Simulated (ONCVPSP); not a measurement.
Transferability test, ONCV potential for rhodium (Rh)

| Item | Value |
| --- | --- |
| Element | rhodium (Rh) |
| Generator | ONCVPSP 4.0.1 |
| Type | optimised norm-conserving Vanderbilt (ONCV) |
| Functional | PBE |
| Relativity | scalar-relativistic |
| Frozen core | [Ar] 3d10 |
| Valence charge | 17 |
| Reference configuration | 4s2 4p6 4d8 5s1 |
| Partial waves | 4s+5s: rc 1.60 bohr, ncon 4, nbas 8, qcut 6.7 1/bohr, 2 projectors; 4p: rc 1.60 bohr, ncon 4, nbas 7, qcut 9.1 1/bohr, 2 projectors, debl 1.4 Ha; 4d: rc 2.20 bohr, ncon 3, nbas 8, qcut 8.3 1/bohr, 2 projectors, debl 0.4 Ha |
| Local potential | polynomial inside 1.50 bohr (lpopt 4, dvloc0 6 Ha) |
| Core correction | Teter function, fcfact 2.25, rcfact 1.15 |

In the p channel the program set the typed energies aside and used -1.853, 0.250 Ha.

Energies are relative to the spin-unpolarised reference configuration 4s2 4p6 4d8 5s1; without spin polarisation the order of configurations can differ from experiment.

```csv
valence configuration,charge,ΔE all-electron (eV),error AE − PS (meV)
4s2 4p6 4d8 5s0,+1,7.461,-3.2
4s2 4p6 4d7 5s0,+2,26.971,-2.4
4s2 4p6 4d6 5s0,+3,59.476,+24
4s2 4p6 4d8 5s0 5p1,0,3.604,-1.8
```

Levels in the configuration 4s2 4p6 4d8 5s0:

```
level  all-electron (eV)  pseudo (eV)
   4s            -90.186      -90.241
   4p            -58.145      -58.185
   4d            -13.583      -13.584
```

Note: ghosts flagged at negative energy: s at -98.2 eV; no localised positive-energy state flagged. A true bound ghost makes a file unfit for plane-wave use.
